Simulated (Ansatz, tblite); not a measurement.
Cost and result up the ladder for `c1cc2sc(-c3cc4sc(-c5cc6sccc6s5)cc4s3)cc2s1` (32 atoms). Total charge 0; singlet. Geometry: r2SCAN-D4/def2-SVP.

```xyz
32

C    -5.969    5.649    1.446
C    -5.948    4.698    0.451
C    -4.765    3.916    0.524
S    -4.107    2.593   -0.382
C    -2.681    2.535    0.652
C    -1.654    1.560    0.399
C    -1.609    0.593   -0.600
C    -0.432   -0.182   -0.523
S     0.226   -1.504   -1.430
C     1.653   -1.561   -0.397
C     2.680   -2.536   -0.651
C     2.723   -3.504   -1.646
C     3.903   -4.280   -1.570
S     4.565   -5.606   -2.470
C     5.969   -5.648   -1.446
C     5.949   -4.697   -0.451
C     4.766   -3.915   -0.525
S     4.109   -2.590    0.379
C     1.608   -0.594    0.600
C     0.431    0.181    0.524
S    -0.226    1.504    1.430
C    -2.723    3.504    1.647
C    -3.903    4.279    1.570
S    -4.567    5.604    2.471
H    -6.744    6.391    1.641
H    -6.740    4.573   -0.289
H    -2.399    0.466   -1.342
H     1.932   -3.634   -2.387
H     6.744   -6.390   -1.643
H     6.742   -4.571    0.287
H     2.399   -0.465    1.342
H    -1.933    3.633    2.388
```

Ansatz on 2 threads of AMD EPYC 7R13 on a shared host and a share (18 GiB) of an NVIDIA H100 80GB HBM3; xTB runs through tblite on one thread. Times are rough, summed over both states, and most runs start from the orbitals of an earlier one. PBE0-D4/def2-TZVP serves as the yardstick here, not as an exact answer. The other state is a doublet.

The xTB rows come from tblite. Single mean-field runs in def2-TZVP are fitted with def2-universal-jkfit.

Raw xTB energies of ions are shifted by several eV.

```tsv
level	functions	wall time	vertical IE (eV)	difference from PBE0-D4/def2-TZVP (eV)
GFN1-xTB	142	0.15 s	11.97	5.54
GFN2-xTB	134	0.17 s	11.51	5.07
PBE-D4/def2-TZVP (with forces)	828	21 s	6.23	-0.21
PBE0-D4/def2-TZVP	828	26 s	6.43	0.00
```
